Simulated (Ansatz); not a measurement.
Basis-set extrapolation for C2H4AlFS, SMILES `F/C=C/[S][AlH2]` (PBE0-D4/def2-TZVP geometry, frozen core, the Gaussian-basis code of Ansatz). Multiplicity 1, RHF reference.

```
                      def2-TZVPP   def2-QZVPP
                 HF  -817.031487  -817.057448
    MP2 correlation    -0.824377    -0.891052
CCSD(T) correlation    -0.900425      not run
```

Energies in hartree. Use E(X) = E(∞) + A·exp(−7.88·√X) for Hartree–Fock and E(X) = E(∞) + B·X^(−2.97) for correlation, with X = 3 and 4, and add CCSD(T) minus MP2 of the smaller set to the MP2 limit.

Task: What is the CCSD(T) energy at the basis-set limit?

Result: HF limit: -817.057448 + (-0.025961) × 0.13774 = -817.06102. MP2 limit: -0.891052 + (-0.066675) × 0.74074 = -0.94044. Higher-order term: -0.900425 − (-0.824377) = -0.07605. Total: -818.07751 hartree, 382.3 kJ/mol below CCSD(T)/def2-TZVPP.
